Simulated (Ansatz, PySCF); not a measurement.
C5H10BO2, doublet, at a GFN2-xTB geometry. Base run: REVPBE/STO-3G in PySCF.

PySCF was given this input:
```python
from pyscf import gto, scf, dft

mol = gto.Mole()
mol.atom = '''
    C     1.38783337   -1.67713362   -0.49869636
    C     0.79873560   -0.41684391    0.00159427
    O     1.56256697    0.70592981    0.12310994
    B     0.71090051    1.76643767    0.29491471
    O    -0.59015660    1.38139942    0.26214498
    C    -0.65228721   -0.03006612    0.05195812
    C    -1.39560536   -0.31547624   -1.26577292
    C    -1.40075495   -0.68264337    1.22658614
    H     2.42266284   -1.74844629   -0.17117652
    H     1.38034292   -1.73094878   -1.59463291
    H     0.82869591   -2.53095126   -0.11943654
    H     1.06725639    2.85930756    0.44861849
    H    -2.40410858    0.08499364   -1.20716015
    H    -0.87726423    0.16310918   -2.09326871
    H    -1.44018145   -1.38639621   -1.44029850
    H    -0.89157880   -0.45513150    2.15976303
    H    -2.41410674   -0.29358893    1.27639362
    H    -1.43303248   -1.75979002    1.09056981
'''
mol.basis = 'sto-3g'
mol.spin = 1
mol.verbose = 4
mol.build()

mf = dft.UKS(mol)
mf.xc = 'revpbe'
mf.kernel()
```

The same geometry, method and basis name were run in Ansatz (a quantum-chemistry and plane-wave program) and PySCF, at each program's defaults and at the settings that a row names. The base is PySCF at its defaults. Differences at the defaults can come from grids, fitting, cores and function types together.

```
code and settings                                                               ΔE vs base (µEh)  basis functions      E (Eh)  SCF cycles  dipole (D)
------------------------------------------------------------------------------  ----------------  ---------------  ----------  ----------  ----------
PySCF, defaults (exact integrals, its default grid, spherical functions)                     0.0               50  -367.09114          11        2.11
Ansatz, defaults (factorised integrals, its default grid, spherical functions)              -6.3               50  -367.09115           -           -
PySCF, density fitting with def2-universal-jkfit                                           -2638               50  -367.09378          11        2.11
PySCF, fine grid                                                                             0.4               50  -367.09114          11        2.11
Ansatz, high accuracy                                                                        0.2               50  -367.09114           -           -
```

Open shells are given as the SCF converged; they aren't shown to be the lowest states, and a large step between rows can be another state.
